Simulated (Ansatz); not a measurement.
The cluster Mg4N2⁺, relaxed as a doublet with UKS PBE-D4/def2-SVP in Ansatz, starting from the GFN2-xTB geometry. Force threshold 0.02 eV/Å.

The relaxation made no stability test and no search for a lower SCF solution. The structure comes from a short search, and lower isomers may exist.

Start:

```xyz
6

Mg   -0.946   -1.585    1.087
Mg   -0.337    1.654   -2.038
Mg   -1.686    0.926    0.170
Mg    1.703   -1.122    1.623
N     0.821    0.190   -0.980
N     0.444   -0.064    0.137
```

| step | energy (eV) | largest force component (eV/Å) | SCF passes |
| --- | --- | --- | --- |
| 1 | -24724.7651 | 0.791 | 49 |
| 2 | -24725.0192 | 1.682 | 33 |
| 3 | -24725.1039 | 1.574 | 29 |
| 4 | -24725.2964 | 0.282 | 31 |
| 5 | -24725.4055 | 0.626 | 31 |
| 6 | -24725.4911 | 0.129 | 29 |
| 7 | -24725.5481 | 0.174 | 29 |
| 8 | -24725.5960 | 0.463 | 28 |
| 9 | -24725.6113 | 2.271 | 28 |
| 10 | -24725.6589 | 1.491 | 26 |
| 11 | -24725.6817 | 0.148 | 28 |
| 12 | -24725.7012 | 0.177 | 22 |
| 13 | -24725.7103 | 0.331 | 22 |
| 14 | -24725.7170 | 0.990 | 25 |
| 15 | -24725.7264 | 0.960 | 23 |
| 16 | -24725.7435 | 0.047 | 22 |
| 17 | -24725.7479 | 0.027 | 22 |
| 18 | -24725.7491 | 0.361 | 29 |
| 19 (rejected) | -24725.7477 | 0.603 | 24 |
| 20 | -24725.7529 | 0.091 | 21 |
| 21 | -24725.7543 | 0.213 | 22 |
| 22 | -24725.7545 | 0.244 | 20 |
| 23 | -24725.7552 | 0.004 | 23 |

Force components are those of the run's own axes.

End:

```xyz
6

Mg   -0.2866   -0.9422    1.9056
Mg   -1.6548    2.4997   -2.8745
Mg   -2.0696    1.0373    0.0369
Mg    1.5734   -2.9015    3.7191
N     1.1401    0.4519   -1.8571
N     1.2974   -0.1453   -0.9300
```

Bonds lost: Mg1–N6, Mg2–N5, Mg3–N6, Mg4–N6 (atoms count from 1). Metal–metal contacts that move far: Mg2–Mg3 2.69 to 3.28 Å, Mg1–Mg4 2.74 to 3.25 Å. The end holds 2 separate pieces.

No frequencies were taken in this run, so the end may be a saddle point.

It took 28 s on 4 threads of Arm Neoverse V2 on a shared host.
